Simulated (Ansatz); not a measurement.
System: sum formula SiN₃H₆, net charge 0, doublet state. It need not be the lowest isomer of its formula. 
Geometry from a B3LYP-D3(BJ)/def2-TZVP (Ansatz, a first-principles code) optimisation:
SMILES: N[Si](N)N
```xyz
10

Si    -0.0661     0.0566     0.4035
N     -0.6955     1.3745    -0.5274
N     -0.8267    -1.3935    -0.1604
N      1.6258    -0.0697     0.0553
H     -1.4991     1.8932    -0.2092
H     -0.0388     1.9696    -1.0109
H     -0.9489    -2.1839     0.4531
H     -1.5973    -1.3042    -0.8066
H      2.3062     0.4122     0.6217
H      1.9778    -0.9583    -0.2699
```
Charge 0, spin multiplicity 2.

Basis-set convergence of Hartree-Fock and CCSD(T) correlation energies (hartree) with Ansatz. Correlated levels leave the core frozen unless marked. Open shells are spin-unrestricted. No spin-orbit coupling. Non-relativistic.

```csv
basis,functions,E(HF),"E(corr, CCSD(T))"
def2-SVPD,132,-455.62545,-0.69169
def2-TZVPPD,261,-455.92294,-0.81274
def2-QZVPPD,463,-455.93953,-0.85891
```

Extrapolating the two largest sets (X = 3 and 4) as X^-3: E(corr) = (64·(-0.85891) - 27·(-0.81274))/37 = -0.8926 Eh, an estimate of the basis-set limit. The largest set recovers 96.2 % of it, the smallest 77.5 %.
